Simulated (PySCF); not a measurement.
The complex [MoCl6]2- (charge -2) contains Mo(IV), shell d2. The structure is a model geometry with rigid ligands and bond lengths from ionic radii, not a minimum; coordination octahedral, point group Oh, metal–donor distances 2.36 Å.

The d shell alone is too small an active space for [MoCl6]2- (an active orbital has only 0.60 squared overlap with the free ion's shell): its levels, fitted parameters, g values and moments show what this model gives and aren't sound predictions.

```
7

Mo    0.000    0.000    0.000
Cl    1.669   -0.963    1.363
Cl    0.000    1.927    1.363
Cl   -1.669   -0.963    1.363
Cl    1.669    0.963   -1.363
Cl   -1.669    0.963   -1.363
Cl    0.000   -1.927   -1.363
```

Method (PySCF 2.14, density fitting): CASSCF(2,5) with orbitals averaged over all microstates of the shell, strongly contracted NEVPT2 on the averaged canonical orbitals; basis x2c-TZVPall on the metal, x2c-SVPall elsewhere; spin-free X2C; IEF-PCM water; spin-orbit coupling by state interaction with the mean-field operator over all roots.

Question: Which term lies lowest, and with what spin?

Answer: 3T1g (S = 1, orbital degeneracy 3), orbital occupations from the lowest 0.7 0.7 0.7 0.0 0.0, by NEVPT2.

Question: List the excited states of the same spin.

Answer: By NEVPT2: 3T2g at 27199 cm⁻¹ (368 nm); a 2S+1 = 3 state (88 % 3P) at 32418 cm⁻¹ (308 nm); a 2S+1 = 3 state (88 % 3P) at 32420 cm⁻¹ (308 nm); a 2S+1 = 3 state (88 % 3P) at 32421 cm⁻¹ (308 nm); 3A2g at 55003 cm⁻¹. All are electric-dipole forbidden at this geometry.

Question: Which is the lowest state of another spin?

Answer: 1T2g at 7878 cm⁻¹ by NEVPT2; CASSCF alone puts it at 9330 cm⁻¹ above the same ground state.

Question: What ligand-field parameters describe the result?

Answer: At CASSCF level (the NEVPT2 levels don't fit a ligand-field model well): orbital energies 0, 2, 6, 25443, 25449 cm⁻¹; B = 601 cm⁻¹; C = 2440 cm⁻¹; B over its free-ion value at the same level 0.695; rms of the fit 459 cm⁻¹; ζ = 660 cm⁻¹ (free ion 885).

Question: What are the magnetic parameters?

Answer: Degenerate or low-lying orbital states mix with the ground state, so no spin-only Hamiltonian applies. The lowest spin-orbit level is 1-fold; the next lies at 3.7 cm⁻¹. μeff is 1.84 μB at 300 K and 0.87 μB at 10 K; the spin-only value is 2.83 μB.

Charge-transfer states lie outside this active space and may come lower than some of these levels. The ground state is orbitally degenerate in this regular structure, which would distort (Jahn–Teller), so its moment is that of the undistorted model. NEVPT2 on the d shell alone tends to put d–d bands too high for such charged or covalently bound ions.

The job took 26 s on one thread of Arm Neoverse V2 (shared host), with 171 basis functions, launched as `OMP_NUM_THREADS=1 python lf_run.py task.json out`.
